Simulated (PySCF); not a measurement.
A structure optimised at PBE0-D3(BJ)/def2-SVP, used in a PySCF frequency run:

```xyz
11

F      1.7606    -0.6657     0.7625
Si     0.9302    -0.1546    -0.5315
Cl     0.5016     1.8382    -0.2377
C     -0.6372    -1.1261    -0.6575
Si    -1.9345    -0.7760     0.6750
H      1.8270    -0.2681    -1.7067
H     -1.0912    -0.9407    -1.6464
H     -0.3666    -2.1963    -0.6226
H     -2.9877    -1.8349     0.6288
H     -2.5716     0.5506     0.4351
H     -1.2985    -0.7835     2.0252
```

Q: Write its SMILES and formula.

A: F[Si@H](Cl)C[SiH3], CH₆ClFSi₂

Q: What are its rotational constants (standard atomic weights)?

A: 2.9589, 1.6047, 1.2561 GHz
